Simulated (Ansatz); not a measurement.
Basis-set extrapolation for C$_{2}$H$_{6}$AlClO (PBE0-D4/def2-TZVP geometry, frozen core, the Gaussian-basis code of Ansatz). Multiplicity 1, RHF reference.

```
                      def2-TZVPP   def2-QZVPP
                 HF  -855.682176  -855.709737
    MP2 correlation    -0.838817    -0.905679
CCSD(T) correlation    -0.925638      not run
```

Energies in hartree. Use E(X) = E(∞) + A·exp(−7.88·√X) for Hartree–Fock and E(X) = E(∞) + B·X^(−2.97) for correlation, with X = 3 and 4, and add CCSD(T) minus MP2 of the smaller set to the MP2 limit.

Problem. What is the CCSD(T) energy at the basis-set limit?

Solution. HF limit: -855.709737 + (-0.027561) × 0.13774 = -855.71353. MP2 limit: -0.905679 + (-0.066862) × 0.74074 = -0.95521. Higher-order term: -0.925638 − (-0.838817) = -0.08682. Total: -856.75556 hartree, 387.9 kJ/mol below CCSD(T)/def2-TZVPP.
